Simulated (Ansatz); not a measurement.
The cluster Cu₂O⁺. Total charge 1; quartet. Geometry r2SCAN-D4/def2-TZVP; atoms count from 1.

```xyz
3

Cu    1.313   -0.280    1.143
Cu   -1.313    0.297   -1.138
O     0.000   -0.018   -0.004
```

At PBE0-D4/def2-TZVP a doublet of charge 1 lies 2.63 eV below the quartet, each at its own geometry. The structure comes from a short search, and lower isomers may exist.

(1) Estimate the Mulliken populations from the PBE0/def2-TZVP orbitals of Ansatz.

(2) Where does the spin sit?

(3) And the Mayer bond orders between bonded heavy atoms (over 0.3)?

Answers

(1) 
```json
{"atom": "Cu1", "charge (e)": "0.87", "spin (α − β)": "0.29", "d electrons": "9.74"}
{"atom": "Cu2", "charge (e)": "0.63", "spin (α − β)": "1.78", "d electrons": "9.18"}
{"atom": "O3", "charge (e)": "-0.50", "spin (α − β)": "0.92", "d electrons": "–"}
```
Mulliken values and Mayer orders depend strongly on the basis.

(2) Summed by element: Cu 2.08, O 0.92, of 3 unpaired in all. Largest on single atoms: Cu2 1.78, O3 0.92, Cu1 0.29.

(3) Cu1–O3 0.83 (1.76 Å); Cu2–O3 0.63 (1.76 Å).
